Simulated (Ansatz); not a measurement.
`C#CBN=C` + H–F → `C=NBF` + acetylene at 298.15 K and 1 bar (ligand exchange at a B–C bond).

Calculated with Ansatz (gas phase, PBE0-D4/def2-TZVP geometries, no zero-point term in ΔE). CCSD(T)/CBS is the MP2 limit (def2-TZVPP, def2-QZVPP) plus CCSD(T) − MP2 in def2-TZVPP, frozen cores. This one scheme is used for every species. Each species was taken in one conformer, which may not be the lowest.

```tsv
species	CCSD(T)/CBS energy (Eh)	H − E (kJ/mol)	S (J/(mol·K))
`C#CBN=C`	-196.00015	182.6	311.5
H–F	-100.39570	33.5	173.6
`C=NBF`	-219.19469	135.9	292.0
`C#C`	-77.22717	80.8	200.2
```

H − E and S are ideal-gas, rigid-rotor, harmonic terms from PBE0-D4/def2-TZVP, for one conformer and one mirror image of each species. 1 Eh = 2625.50 kJ/mol, R = 8.31446 J/(mol·K).

Question: By hand: ΔE, ΔH, ΔS and ΔG.

Answer: ΔE = (-219.19469) + (-77.22717) − (-196.00015) − (-100.39570) = -0.02601 Eh = -68.3 kJ/mol. Δ(H − E) = 135.9 + 80.8 − 182.6 − 33.5 = 0.6, so ΔH = -67.7 kJ/mol. ΔS = 292.0 + 200.2 − 311.5 − 173.6 = 7.1 J/(mol·K). ΔG = -67.7 − 298.15 × (7.1)/1000 = -69.8 kJ/mol.

Question: By hand: the equilibrium constant, and the temperature at which ΔG would vanish if ΔH and ΔS stayed fixed.

Answer: log₁₀ K = −ΔG/(RT ln 10) = 12.2. ΔH and −TΔS have one sign here, so there is no such temperature.

The number of gas molecules stays the same, so ΔS is small and ΔH decides. A doubt of 5 kJ/mol in ΔE shifts log₁₀ K by 0.9 here. Other conformers and mirror images would add mixing entropy, several J/(mol·K) or more a flexible species. These are equilibria of isolated gas molecules and say nothing of rates. Largest T1 diagnostic: 0.016 (customary marks: 0.02 for closed shells, 0.045 for open ones).

ΔS is within the doubt of such terms, so its sign, and with it that verdict, could turn.
